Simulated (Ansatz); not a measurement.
BBr$_{2}$HO (`OB(Br)Br`), 5 atoms. Charge 0, multiplicity 1. Correlated methods include outer-core shells of Br, which these sets cover unevenly. Scalar relativity is left out up to krypton. All runs use 2 threads of a server CPU on a shared host. Correlated methods freeze the cores.

Q: How many basis functions does each run have, and how long does it take in Ansatz? RHF-MP2/def2-QZVPP energy; RKS r2SCAN-D4/def2-TZVPP energy and forces; RKS PBE0-D4/def2-SVP energy; RKS PBE0-D4/def2-TZVP frequencies; RHF-CCSD(T)/def2-TZVPP energy; RKS B97M-V/def2-TZVPP energy; RKS ωB97M-V/def2-SVP energy; direct RPA on PBE orbitals/def2-TZVPP energy; RKS ωB97M-V/def2-QZVPP energy; RKS r2SCANh-D4/def2-TZVPP energy; RKS PBE0-D4/def2-QZVPP energy; RHF-CCSD(T)/def2-SVP energy. (An estimate is asked.)

A: Computed: Other jobs shared the machine, so times are rough.

```json
{"level": "RKS PBE0-D4/def2-SVP", "job": "energy", "functions": "97", "wall time": "1.4 s", "peak host memory (GiB)": "0.22"}
{"level": "RKS r2SCAN-D4/def2-TZVPP", "job": "energy and forces", "functions": "172", "wall time": "3.2 s", "peak host memory (GiB)": "0.24"}
{"level": "RKS r2SCANh-D4/def2-TZVPP", "job": "energy", "functions": "172", "wall time": "3.7 s", "peak host memory (GiB)": "0.49"}
{"level": "direct RPA on PBE orbitals/def2-TZVPP", "job": "energy", "functions": "172", "wall time": "3.8 s", "peak host memory (GiB)": "0.34"}
{"level": "RKS ωB97M-V/def2-SVP", "job": "energy", "functions": "97", "wall time": "4.2 s", "peak host memory (GiB)": "0.3"}
{"level": "RHF-CCSD(T)/def2-SVP", "job": "energy", "functions": "97", "wall time": "5.5 s", "peak host memory (GiB)": "0.37"}
{"level": "RKS B97M-V/def2-TZVPP", "job": "energy", "functions": "172", "wall time": "6 s", "peak host memory (GiB)": "0.28"}
{"level": "RKS PBE0-D4/def2-QZVPP", "job": "energy", "functions": "322", "wall time": "8 s", "peak host memory (GiB)": "1.1"}
{"level": "RHF-MP2/def2-QZVPP", "job": "energy", "functions": "322", "wall time": "16 s", "peak host memory (GiB)": "1.3"}
{"level": "RKS ωB97M-V/def2-QZVPP", "job": "energy", "functions": "322", "wall time": "16 s", "peak host memory (GiB)": "1.3"}
{"level": "RHF-CCSD(T)/def2-TZVPP", "job": "energy", "functions": "172", "wall time": "62 s", "peak host memory (GiB)": "1.7"}
{"level": "RKS PBE0-D4/def2-TZVP", "job": "frequencies", "functions": "164", "wall time": "85 s", "peak host memory (GiB)": "0.47"}
```
